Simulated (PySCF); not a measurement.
BHandHLYP on Li- (lithium, charge -1), [He] 2s2, closed-shell 1S. Computed with PySCF 2.14 in def2-QZVPPD (6s4p2d1f, 35 functions), with the non-relativistic Hamiltonian (point nucleus).

```
cycle= 1 E= -7.49764506425882  delta_E= -0.00122  |g|= 0.00329  |ddm|= 0.245
cycle= 2 E= -7.49764804646312  delta_E= -2.98e-06  |g|= 0.000312  |ddm|= 0.00388
cycle= 3 E= -7.49764806045172  delta_E= -1.4e-08  |g|= 2.55e-05  |ddm|= 0.000423
cycle= 4 E= -7.49764806059017  delta_E= -1.38e-10  |g|= 5.21e-07  |ddm|= 8.77e-05
converged SCF energy = -7.49764806059017  <S^2> = -3.9968029e-15  2S+1 = 1
```

Highest occupied orbital energy: 0.414 eV; ⟨L²⟩ = 0.00; populations by l: s 4.00, p 0.00, d 0.00, f 0.00.

Can this result be used?

With care. The run converged. At BHandHLYP the highest occupied level has a positive energy, so only the finite basis holds that electron; in a semilocal or global hybrid functional this comes from self-interaction and does not mean that the real anion is unbound.
